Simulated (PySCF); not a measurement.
C9H8ClN.
Atom-mapped SMILES: `[CH2:1]=[C:2]1[CH:3]=[C:4]([Cl:5])/[C:6]1=[CH:7]\[CH2:8][CH2:9][C:10]#[N:11]` (hydrogens: H12, H13 on C1; H14 on C3; H15 on C7; H16, H17 on C8; H18, H19 on C9)

Level of theory: PySCF, PBE0-D3(BJ)/def2-SVP geometry optimisation, gas phase.

Q: What internal coordinates does the optimisation give?

A: 
```json
{"bond": "C1=C2", "length (Å)": "1.334", "order": "double"}
{"bond": "C2–C3", "length (Å)": "1.477", "order": "single"}
{"bond": "C3=C4", "length (Å)": "1.362", "order": "double"}
{"bond": "C4–Cl5", "length (Å)": "1.697", "order": "single"}
{"bond": "C4–C6", "length (Å)": "1.478", "order": "single"}
{"bond": "C6=C7", "length (Å)": "1.335", "order": "double"}
{"bond": "C7–C8", "length (Å)": "1.496", "order": "single"}
{"bond": "C8–C9", "length (Å)": "1.539", "order": "single"}
{"bond": "C9–C10", "length (Å)": "1.459", "order": "single"}
{"bond": "C10≡N11", "length (Å)": "1.157", "order": "triple"}
{"bond": "C2–C6", "length (Å)": "1.504", "order": "single"}
{"bond": "C1–H12", "length (Å)": "1.092", "order": "single"}
{"bond": "C1–H13", "length (Å)": "1.092", "order": "single"}
{"bond": "C3–H14", "length (Å)": "1.089", "order": "single"}
{"bond": "C7–H15", "length (Å)": "1.096", "order": "single"}
{"bond": "C8–H16, C8–H17", "length (Å)": "1.101", "order": "single"}
{"bond": "C9–H18, C9–H19", "length (Å)": "1.102", "order": "single"}
```

Bonds in one row agree within 0.01 Å and their mean is given. Orders are formal, as drawn. A selection of angles:
```json
{"angle": "C1–C2–C3", "degrees": "136.7"}
{"angle": "C1–C2–C6", "degrees": "134.9"}
{"angle": "C3–C2–C6", "degrees": "88.4"}
{"angle": "C2–C3–C4", "degrees": "91.5"}
{"angle": "C3–C4–Cl5", "degrees": "133.6"}
{"angle": "C3–C4–C6", "degrees": "94.0"}
{"angle": "Cl5–C4–C6", "degrees": "132.4"}
{"angle": "C4–C6–C7", "degrees": "137.9"}
{"angle": "C2–C6–C4", "degrees": "86.1"}
{"angle": "C2–C6–C7", "degrees": "136.0"}
{"angle": "C6–C7–C8", "degrees": "124.7"}
{"angle": "C7–C8–C9", "degrees": "112.6"}
{"angle": "C8–C9–C10", "degrees": "112.6"}
{"angle": "C9–C10–N11", "degrees": "178.6"}
```

Dihedral angles: C1–C2–C3–C4 180° (antiperiplanar); C2–C3–C4–Cl5 180° (antiperiplanar); C3–C4–C6–C7 179° (antiperiplanar); C4–C6–C7–C8 -1° (synperiplanar); C6–C7–C8–C9 -102° (anticlinal); C7–C8–C9–C10 64° (synclinal); C1–C2–C6–C4 180° (antiperiplanar). The mirror-image conformer, all signs reversed, is as good.

The 4-membered ring C2–C3–C4–C6 has internal angles of 86.1° to 94.0° (sum 360°, against 360° for a flat polygon); it is planar, 0.00 Å rms from its mean plane, widest ring torsion 0°. The 9 C–C bonds span 1.334 Å (C1=C2, drawn double) to 1.539 Å (C8–C9, drawn single), a spread of 0.205 Å. Of the pairs four or more bonds apart, Cl5···H17 is among the closest relative to their van der Waals radii: 2.79 Å, 95 % of the sum of Bondi's values.

Point group: C1 (no symmetry element, even within 0.4 Å). No frequency check. The numbers are those of one conformer.
